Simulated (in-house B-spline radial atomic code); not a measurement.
BLYP excitations of the sulfur ion S⁶⁺

Method: BLYP. Computed with an all-electron radial atomic-structure program (B-spline basis): linear response of the closed shell [He] 2s2 2p6 with the functional's adiabatic kernel; scalar-relativistic (spin-free one-electron X2C), finite nucleus, no spin-orbit coupling, no double excitations, S, P, D and F terms only. Only terms of natural parity with L up to 3 were computed.

Command:
```bash
python run_td.py task.json out
```
Settings (radii: box in bohr, nucleus in fm):
```
Z                        16
electrons                10
configuration            [He] 2s2 2p6
hamiltonian              x2c
method                   b88,lyp
box_radius               14.35
rms_radius               3.2611
intervals                71
```

Time taken, with all properties: 0.4 s on 1 thread of Arm Neoverse N1, with other jobs on the host.

The lowest states, in the order of their Tamm-Dancoff energies; the method's threshold (minus the highest occupied level) is 258.19 eV. Labels give the largest channel, * marks a mixed state, and oscillator strengths are full-response dipole values. Semilocal kernels can invert the small singlet-triplet splittings of Rydberg terms. Energies in eV:

```csv
state,full response,Tamm-Dancoff,oscillator strength
2p → 3s 3P,160.15,160.16,-
2p → 3s 1P,161.89,161.92,0.178
2p → 3p 3S,172.27,172.32,-
2p → 3p 3D,173.28,173.29,-
2p → 3p 1D,174.82,174.83,-
2p → 3p 1S,182.17,182.73,-
2p → 3d 3P,191.27,191.29,-
2p → 3d 3F,?,?,-
2p → 3d 1F,192.73,192.73,-
2p → 3d 1P,?,?,?
2p → 4s 3P,212.55,212.56,-
2p → 4s 1P,213.00,213.01,0.0324
2s → 3s 3S,214.52,214.54,-
```

Task: Where does 2p → 3d 3F lie?

Result: At 191.44 eV in full response, 191.45 eV in Tamm-Dancoff.

Task: Where does 2p → 3d 1P lie?

Result: At 195.60 eV in full response, 195.73 eV in Tamm-Dancoff, oscillator strength 1.32.

Task: How large is the singlet-triplet splitting of 2p → 3s (P terms) in Tamm-Dancoff?

Result: 1.75 eV, from the unrounded values.

Task: What polarisabilities and dispersion coefficient does the method give?

Result: Dipole 0.0748 bohr³, quadrupole 0.03196 bohr⁵, C6 0.03803 hartree·bohr⁶ for two such species.
